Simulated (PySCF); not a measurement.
Mn(NH2)2 (sextet state).
Bonds: Mn1–N2, Mn1–N5. Hydrogens: H3, H4 on N2; H6, H7 on N5.

Computed with PBE0-D3(BJ)/def2-SVP geometry optimisation, gas phase in PySCF.

Q: What internal coordinates does the optimisation give?

A: 
| bond | length (Å) |
| --- | --- |
| Mn1–N2, Mn1–N5 | 1.888 |
| N2–H3 and 3 like bonds | 1.016 |

Bonds in one row agree within 0.01 Å and their mean is given. A selection of angles:
| angle | degrees |
| --- | --- |
| N2–Mn1–N5 | 179.7 |
| Mn1–N2–H3 | 126.3 |
| Mn1–N2–H4 | 126.7 |
| H3–N2–H4 | 107.1 |

N2 (nitrogen bonded to Mn and 2 H) is planar (angles 126.7°, 126.3° and 107.1°, sum 360.0°, 0.00 Å off the plane of its three neighbours).

No frequency check. ⟨S²⟩ = 8.764 (exact for a sextet: 8.75).

Neither the SCF state along the optimisation nor the shape of the open-shell metal species was proved the lowest: other solutions of the same spin, or a structure of lower symmetry, can lie below.
